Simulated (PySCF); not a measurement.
SMILES [CH3][Ge][SH], singlet (CAM-B3LYP/def2-SVP optimised geometry):

```
7

Ge    -0.584    -0.544     0.000
C     -0.739     1.445     0.000
H     -0.287     1.868    -0.912
H     -0.213     1.886     0.863
H     -1.795     1.749     0.038
S      1.649    -0.544     0.000
H      1.795    -1.886    -0.006
```

Level of theory: CAM-B3LYP/def2-TZVP in PySCF.

Task: What are the frontier orbital energies and the dipole moment?

Result: HOMO-2 -9.97 eV, HOMO-1 -9.03 eV, HOMO -7.84 eV, LUMO -1.21 eV, LUMO+1 1.40 eV; dipole moment 0.96 D.

On the same geometry PySCF with PBE/def2-TZVP gives HOMO-2 -7.47 eV, HOMO-1 -6.64 eV, HOMO -5.55 eV, LUMO -2.98 eV, LUMO+1 -0.39 eV; dipole moment 0.71 D.

Meta-Löwdin charges at CAM-B3LYP/def2-TZVP: Ge1 0.35, C2 -0.56, H3 0.13, H4 0.12, H5 0.12, S6 -0.26, H7 0.10.
